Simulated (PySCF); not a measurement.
**Electron correlation in Ba⁵⁴⁺ (barium, charge +54)**

1s2, closed-shell 1S. Computed with PySCF 2.14 in an uncontracted even-tempered set (15 s from 120 bohr⁻², ratio 2.2; 7 p from 190 bohr⁻², ratio 2.4; 4 d from 560 bohr⁻², ratio 2.4; 3 f from 840 bohr⁻², ratio 2.4; 3 g from 1300 bohr⁻², ratio 2.4), with the non-relativistic Hamiltonian (point nucleus). Frozen: nothing; 2 electrons correlated; the 11 highest virtual orbitals of each spin left out.

With two correlated electrons CCSD is exact within the correlated space (frozen core and kept virtual orbitals).

```csv
level,correlation energy (mhartree)
CCSD,-45.80
```

Diagnostics: T1 = 6.9e-07, D1 = 0.0000, largest double amplitude 0.001.

A non-relativistic calculation at this Z misses sizeable relativistic shifts.

Cost of the coupled-cluster step: roughly 7 core-seconds, for 2 correlated electrons.

At this charge a non-relativistic calculation is a model, useful for the Z dependence of the correlation energy.
